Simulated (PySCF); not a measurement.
Delta-SCF ions had no search for a lower state. Excitations are Tamm–Dancoff values on a coarser integration grid. The basis has no diffuse functions, so Rydberg states are missing or too high.

# BBrF2, SMILES `FB(F)Br` (charge 0, multiplicity 1)

All values below come from PBE-D3(BJ)/def2-TZVP // B3LYP-D3(BJ)/def2-TZVP (PySCF).

```
Item                                                          Result
-------------------------------------------  -----------------------
HOMO                                                        -7.70 eV
dipole moment                                                 0.22 D
HOMO–LUMO gap                                                6.22 eV
LUMO                                                        -1.47 eV
S1 excitation (TDA)                                          6.28 eV
S1 oscillator strength                                         0.000
brightest of the four lowest singlets (TDA)                  7.30 eV
T1 excitation (TDA)                                          6.11 eV
S1–T1 gap (TDA)                                              0.17 eV
vertical ionisation energy (Delta-SCF)                      11.59 eV
total energy                                           -2798.3356 Ha
cost                                         roughly 30 core-seconds
```

```xyz
4

F     -1.0423    -0.9199    -0.3568
B     -0.1408     0.0327    -0.4199
F     -0.5192     1.2826    -0.2831
Br     1.7023    -0.3954    -0.7078
```
Charge 0, spin multiplicity 1.
